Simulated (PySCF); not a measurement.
## Shieldings and the share of exact exchange

Molecule: `O[Si](O)(O)O`, H4O4Si.

Molfile (atoms numbered from 1):
```
H4O4Si
     RDKit          3D

  9  8  0  0  0  0  0  0  0  0999 V2000
    0.0294    0.9658   -1.3422 O   0  0  0  0  0  0  0  0  0  0  0  0
    0.0012    0.0026   -0.0054 Si  0  0  0  0  0  4  0  0  0  0  0  0
   -1.0216    0.7251    1.0657 O   0  0  0  0  0  0  0  0  0  0  0  0
   -0.4371   -1.4964   -0.5299 O   0  0  0  0  0  0  0  0  0  0  0  0
    1.4346   -0.1876    0.7850 O   0  0  0  0  0  0  0  0  0  0  0  0
   -0.0534    1.9080   -1.1695 H   0  0  0  0  0  0  0  0  0  0  0  0
   -0.8845    0.4811    1.9856 H   0  0  0  0  0  0  0  0  0  0  0  0
   -1.0446   -1.5068   -1.2751 H   0  0  0  0  0  0  0  0  0  0  0  0
    2.0031   -0.8798    0.4352 H   0  0  0  0  0  0  0  0  0  0  0  0
  1  2  1  0
  2  3  1  0
  2  4  1  0
  2  5  1  0
  1  6  1  0
  3  7  1  0
  4  8  1  0
  5  9  1  0
M  END
```

GIAO shieldings (ppm, equivalent atoms averaged) in PySCF 2.14 on the PBE0-D3(BJ)/def2-SVP geometry, basis pcSseg-2, gas phase, non-relativistic:

| functional | exact exchange (%) | σ(O1/O3/O4/O5) | σ(Si2) |
| --- | --- | --- | --- |
| BLYP | 0 | 272.8 | 383.5 |
| BP86 | 0 | 273.2 | 387.8 |
| PBE | 0 | 273.4 | 387.6 |
| PBE0 | 25 | 280.2 | 405.5 |
| mPW1PW91 | 25 | 279.9 | 405.4 |
| BHandHLYP | 50 | 285.1 | 418.7 |
| HF | 100 | 296.2 | 455.9 |

Q: Fit each shielding as a line in the percentage of exact exchange.

A: σ(O1/O3/O4/O5) = 273.5 + 0.23 x (rms 0.5 ppm); σ(Si2) = 386.7 + 0.69 x (rms 1.8 ppm). The functionals also differ in their semilocal parts, which the line can't hold; Hartree–Fock has no correlation at all.

Q: What does the line predict for B3LYP (20 %), and what does the run give?

A: σ(O1/O3/O4/O5): 278.1 predicted, 278.0 computed; σ(Si2): 400.5 predicted, 397.5 computed ppm.
